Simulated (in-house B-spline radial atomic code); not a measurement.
Se²⁺ is squeezed into an impenetrable sphere of radius R (the orbitals vanish at R). Level of theory: scalar-relativistic (X2C) Hartree-Fock, spin-polarised, averaged over the determinants with the given up and down occupations, Fermi nucleus of rms radius 4.14 fm; calculated with an all-electron radial atomic-structure program (B-spline basis).

Energies in eV above the free ion in [Ar] 3d10 4s2 4p2:

```tsv
R (bohr)	highest level (eV)	[Ar] 3d10 4s2 4p2	[Ar] 3d10 4s2 4p1 4f1	[Ne] 3s2 3p5 3d10 4s2 4p2 4d1
8.47	-31.3	4.715e-05	23.94	182
5.51	-31.3	0.0724	28.24	182.5
5.49	-31.3	0.07582	28.31	182.5
4.07	-30.2	1.784	37.51	186.2
3.68	-29.1	4.083	43.4	189.8
3.01	-23.8	16.55	64.54	207.4
2.67	-17.5	33.74	87.52	230.3
2.37	-7.41	64.24	123.6	269.7
1.96	22	163.6	228.7	393.7
1.56	97.7	459.3	515.7	746.4
```

(1) Does [Ar] 3d10 4s2 4p1 4f1 fall below [Ar] 3d10 4s2 4p2 under compression?

(2) Does [Ne] 3s2 3p5 3d10 4s2 4p2 4d1 fall below [Ar] 3d10 4s2 4p2 under compression?

The highest level is first positive in the row R = 1.96 bohr, pushed up by confinement above the zero of the free ion's potential. Each configuration is held fixed and needn't be the lowest in the sphere.

Results:

(1) No, it stays above over the whole range.

(2) No, it stays above over the whole range.
